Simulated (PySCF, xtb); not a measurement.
ethenyl(ethynyl)silane (C₄H₆Si), SMILES C#C[SiH2]C=C. One conformer was computed; it need not be the lowest.

Harmonic wavenumbers (cm⁻¹) from xtb 6.7.1 with GFN2-xTB at its own minimum, in rising order: 40, 107, 210, 265, 293, 444, 516, 574, 647, 679, 683, 696, 750, 774, 920, 1010, 1029, 1276, 1426, 1672, 2195, 2208, 2224, 3023, 3067, 3093, 3351.

Question: What does r2SCAN-D4/def2-SVP (PySCF) give at its own minimum? (An estimate is asked for; the answer gives what the named calculation found.)

Answer: 63, 123, 233, 268, 317, 491, 616, 633, 702, 713, 721, 755, 857, 935, 974, 1010, 1040, 1270, 1415, 1661, 2131, 2216, 2226, 3114, 3132, 3211, 3459. Paired by order, the mean absolute difference is 48 cm⁻¹ and the zero-point energies are 47.4 and 49.0 kcal/mol.
